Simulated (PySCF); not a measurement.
PySCF 2.14 output of an unrestricted B2PLYP calculation on a single atom or ion in aug-cc-pwCVTZ-DK, with the spin-free X2C one-electron Hamiltonian (Gaussian nucleus):

```
SCF conv_tol = 1e-09
number electrons alpha = 15  beta = 13
    A. D. Becke.,  Phys. Rev. A 38, 3098 (1988)
    C. Lee, W. Yang, and R. G. Parr.,  Phys. Rev. B 37, 785 (1988)
    B. Miehlich, A. Savin, H. Stoll, and H. Preuss.,  Chem. Phys. Lett. 157, 200 (1989)
cycle= 1 E= -1793.89235879946  delta_E= -0.00931  |g|= 0.0436  |ddm|= 0.253
cycle= 2 E= -1793.89241739263  delta_E= -5.86e-05  |g|= 0.0459  |ddm|= 0.115
cycle= 3 E= -1793.89262040521  delta_E= -0.000203  |g|= 0.00295  |ddm|= 0.0192
cycle= 4 E= -1793.8926219105  delta_E= -1.51e-06  |g|= 0.000687  |ddm|= 0.0142
cycle= 5 E= -1793.8926220312  delta_E= -1.21e-07  |g|= 5.61e-05  |ddm|= 0.00428
cycle= 6 E= -1793.89262203309  delta_E= -1.89e-09  |g|= 7.53e-06  |ddm|= 0.000556
cycle= 7 E= -1793.89262203311  delta_E= -2.05e-11  |g|= 1.14e-06  |ddm|= 2.37e-05
converged SCF energy = -1793.89262203311  <S^2> = 2.0005311  2S+1 = 3.0003541
```

The run itself started from symmetry-adapted Hartree-Fock orbitals and held the occupation by maximum overlap, on a logarithmic radial grid, so the iterations belong to that start.

Q: Which element, charge and spin multiplicity is this?

A: Zn(2+) (zinc, charge +2), multiplicity 3; the state was [Ar] 3d9 4p1, one real determinant (an excited configuration). The SCF energy lacks the PT2 part of the double hybrid.

⟨L²⟩ = 8.01 against 12 for a pure F term, so this real determinant mixes terms.
